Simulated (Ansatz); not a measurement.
Ideal-gas functions of CH5NTe (`NC[TeH]`) at 500 K and 1 bar, from an Ansatz frequency run at PBE0-D4/def2-TZVP.

Molar mass 158.66 g/mol, point group C1 (symmetry number 1), electronic degeneracy 1, moments of inertia 17.926, 169.421, 180.803 u Å². Harmonic wavenumbers (cm⁻¹, unscaled): 110, 217, 304, 525, 651, 781, 850, 1091, 1111, 1241, 1333, 1495, 1645, 2146, 3036, 3141, 3525, 3618.

Use S(trans) = R[1.5 ln M + 2.5 ln T − 1.1517]; rotational temperatures θ = 24.2544 K / I; S(rot) = R[ln(√π/σ · √(T³/θAθBθC)) + 1.5]; for each mode x = 1.438777 ν̃/T, S = R[x/(eˣ − 1) − ln(1 − e⁻ˣ)] and H = RT x/(eˣ − 1); 1 cm⁻¹ = 0.0119627 kJ/mol; R = 8.31446 J/(mol·K).

Question: By hand: the entropy, in J/(mol·K).

Answer: Translation 182.8. Rotation: θ = 1.353, 0.1432, 0.1341 K, giving 109.9. Vibration, mode by mode: 17.91, 12.36, 9.69, 5.63, 4.21, 3.14, 2.68, 1.55, 1.48, 1.10, 0.88, 0.60, 0.42, 0.12, 0.01, 0.01, 0.00, 0.00, in all 61.8. Electronic 0.0. Sum 354.5 J/(mol·K).

Question: By hand: H − E and G − E in kJ/mol, counted from the electronic energy.

Answer: Zero-point energy ½ × 26820 × 0.0119627 = 160.4; thermal vibration 16.8; translation, rotation and pV give 4 RT = 16.6. H − E = 193.8 kJ/mol, and G − E = 193.8 − 500 × 354.5/1000 = 16.6 kJ/mol.

Vibration gives 17 % of the entropy, 17.9 J/(mol·K) of it from the mode under 150 cm⁻¹: soft modes count most, and the harmonic formula is weakest for them. The sum counts one conformer and one mirror image; others add a mixing term.
